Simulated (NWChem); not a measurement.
# SnBrCl, singlet; SMILES [Br][Sn][Cl]

All runs: NWChem. Low-valent species are run as closed-shell singlets; no triplet was tried in these runs. All runs use the structure optimised with PBE0/def2-SVP. def2 effective core potentials on Sn; no spin-orbit coupling. Static field.

Estimate the computed values for B3LYP/def2-SVPD. Quantities: isotropic polarisability (bohr³); anisotropy (bohr³).


| Property | Result |
|---|---|
| isotropic polarisability (bohr³) | 80.5 |
| anisotropy (bohr³) | 39.1 |
